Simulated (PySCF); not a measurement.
Te(I)(Et) (C2H5ITe), SMILES CC[Te]I.

Coordinates come from a PBE0-D3(BJ)/def2-SVP optimisation. The def2 effective core potentials stand for the cores of I, Te; spin–orbit coupling is left out. One conformer was computed; it need not be the lowest.

Method: TDDFT-LC-ωPBE/def2-SVPD (PySCF).

Vertical excitations. Isolated molecule, no solvent.

Question: Give excitation energies, oscillator strengths and character. (Estimate from the structure and the level; the computed values follow.)

Answer: 
```tsv
state	energy (eV)	λ (nm)	f	main pairs
S1	2.20	562	0.001	HOMO→LUMO 97 %
S2	3.93	316	0.007	HOMO−1→LUMO 95 %
S3	4.37	284	0.000	HOMO−2→LUMO 56 %, HOMO→LUMO+1 29 %
S4	4.71	263	0.000	HOMO→LUMO+1 42 %, HOMO−2→LUMO 39 %, HOMO→LUMO+5 7 %
S5	5.52	224	0.079	HOMO−3→LUMO 77 %, HOMO−4→LUMO 15 %
S6	6.23	199	0.049	HOMO→LUMO+3 58 %, HOMO→LUMO+6 14 %, HOMO→LUMO+2 13 %
S7	6.55	189	0.304	HOMO−4→LUMO 51 %, HOMO−1→LUMO+1 12 %, HOMO−3→LUMO 9 %, HOMO→LUMO+4 9 %
S8	6.63	187	0.036	HOMO→LUMO+2 62 %, HOMO→LUMO+6 13 %
S9	6.93	179	0.031	HOMO→LUMO+4 82 %
S10	7.08	175	0.105	HOMO−1→LUMO+1 43 %, HOMO→LUMO+5 16 %, HOMO−1→LUMO+5 7 %
T1	1.58	784	0	HOMO→LUMO 95 %
T2	3.36	369	0	HOMO−1→LUMO 93 %
T3	3.82	325	0	HOMO−2→LUMO 48 %, HOMO→LUMO+1 32 %, HOMO→LUMO+5 7 %
T4	4.04	307	0	HOMO−2→LUMO 45 %, HOMO→LUMO+1 32 %
```
Triplets are in the Tamm–Dancoff approximation, which puts them higher than full response would, so one can lie above its singlet here.
